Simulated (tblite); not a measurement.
Species: C6H13NOSi.
Numbering: `[SiH3:1][O:2]/[CH:3]=[CH:4]/[N:5]1[CH2:6][CH2:7][CH2:8][CH2:9]1` (hydrogens: H10, H11, H12 on Si1; H13 on C3; H14 on C4; H15, H16 on C6; H17, H18 on C7; H19, H20 on C8; H21, H22 on C9)

Structure optimised with GFN2-xTB, isolated species.

Task: List the bond lengths, angles and torsions at this level.

Result: 
```csv
bond,length (Å)
Si1–O2,1.616
O2–C3,1.362
C3=C4,1.333
C4–N5,1.374
"N5–C6, N5–C9",1.451
"C6–C7, C8–C9",1.528
C7–C8,1.527
Si1–H10,1.454
"Si1–H11, Si1–H12",1.468
C3–H13,1.080
C4–H14,1.081
C6–H15 and 3 like bonds,1.096
C7–H17 and 3 like bonds,1.089
```

Bonds in one row agree within 0.01 Å and their mean is given. A selection of angles:
```csv
angle,degrees
O2–Si1–H10,99.3
O2–Si1–H11,112.0
H10–Si1–H11,113.1
H11–Si1–H12,107.7
Si1–O2–C3,133.6
O2–C3–C4,124.3
O2–C3–H13,112.0
C4–C3–H13,123.6
C3–C4–N5,126.1
C3–C4–H14,119.1
N5–C4–H14,114.7
C4–N5–C6,120.6
C6–N5–C9,111.2
N5–C6–C7,104.8
N5–C6–H15,109.4
N5–C6–H16,111.7
C7–C6–H15,110.5
H15–C6–H16,108.1
C6–C7–C8,102.4
C6–C7–H17,110.1
C6–C7–H18,112.5
C8–C7–H17,109.9
C8–C7–H18,113.0
H17–C7–H18,108.7
C9–C8–H20,112.4
C8–C9–H21,112.6
N5–C9–C8,104.0
```

Dihedral angles: Si1–O2–C3–C4 0° (synperiplanar); O2–C3–C4–N5 177° (antiperiplanar); C3–C4–N5–C6 162° (antiperiplanar); C4–N5–C6–C7 -142° (anticlinal); N5–C6–C7–C8 -29° (synperiplanar); C6–C7–C8–C9 39° (synclinal); C7–C8–C9–N5 -34° (synclinal); C4–N5–C9–C8 167° (antiperiplanar). The mirror-image conformer, all signs reversed, is as good.

The C–N distances run from 1.374 Å (C4–N5, drawn single) to 1.453 Å (N5–C6, drawn single), a spread of 0.079 Å. Of the pairs four or more bonds apart, Si1···H14 is among the closest relative to their van der Waals radii: 2.89 Å, 88 % of the sum of Bondi's values. The 5-membered ring N5–C6–C7–C8–C9 has internal angles of 102.4° to 111.2° (sum 525°, against 540° for a flat polygon); it is puckered, 0.17 Å rms from its mean plane, widest ring torsion 39°. Si1 (oxygen-bound silicon) is distorted tetrahedral (angles from 99.3° to 113.1°). N5 (enamine nitrogen) has angles 120.8°, 120.6° and 111.2°, sum 352.6°, 0.22 Å off the plane of its three neighbours. The 4 C–C bonds span 1.333 Å (C3=C4, drawn double) to 1.529 Å (C6–C7, drawn single), a spread of 0.196 Å.

Point group: C1 (no symmetry element, even within 0.4 Å). Its GFN2-xTB frequencies are all real (lowest 35 cm⁻¹). One conformer, not necessarily the lowest.

The run took 1.8 s on an Arm Neoverse V1 with one thread, no GPU (shared host). These figures are those of the optimisation.

These are computed values.
